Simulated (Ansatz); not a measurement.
Ligand exchange: GeH3Cl + C4H9I → GeH3I + C4H9Cl

Species: GeH3Cl (chlorogermane) `[Cl][GeH3]`, singlet; C4H9I (tert-butyl iodide) `CC(C)(C)I`, singlet; GeH3I `[GeH3][I]`, singlet; C4H9Cl (2-chloro-2-methylpropane) `CC(C)(C)Cl`, singlet. The partners trade Cl for I: Ge–Cl and C–I bonds give way to Ge–I and C–Cl.

Shapes, held fixed at every level: PBE0-D4/def2-TZVP. Programs: Ansatz 0.2.0. The zero-point and thermal change to 298 K, harmonic and unscaled (PBE0-D4/def2-TZVP), is +0.4 kJ/mol.

```
               level                    kind  ΔH(298 K) (kJ/mol)  less CCSD(T)/def2-TZVPP
       HF/def2-TZVPP            Hartree–Fock               -10.8                    -13.9
   PBE-D4/def2-TZVPP                     GGA                -3.7                     -6.8
r2SCAN-D4/def2-TZVPP                meta-GGA                -4.3                     -7.4
  wB97X-V/def2-TZVPP  range-separated hybrid                -6.0                     -9.1
   B2PLYP/def2-TZVPP           double hybrid                -1.9                     -5.0
    CCSD(T)/def2-SVP   coupled cluster or CI                -8.6                    -11.7
  CCSD(T)/def2-TZVPP   coupled cluster or CI                +3.1                      0.0
```

The highest level, CCSD(T)/def2-TZVPP, gives ΔH(298 K) = +3.1 kJ/mol; the levels span -10.8 to +3.1. That is about zero within the method's error. They disagree on the sign: 1 of 7 are positive. The column of differences is taken from that level and isn't an error. No measured value is set beside it here. For atoms past krypton def2 sets carry core potentials with scalar relativity. Relativity is left out for Ge unless named. Correlated rows may include outer-core shells of Ge, I, which these sets cover unevenly.
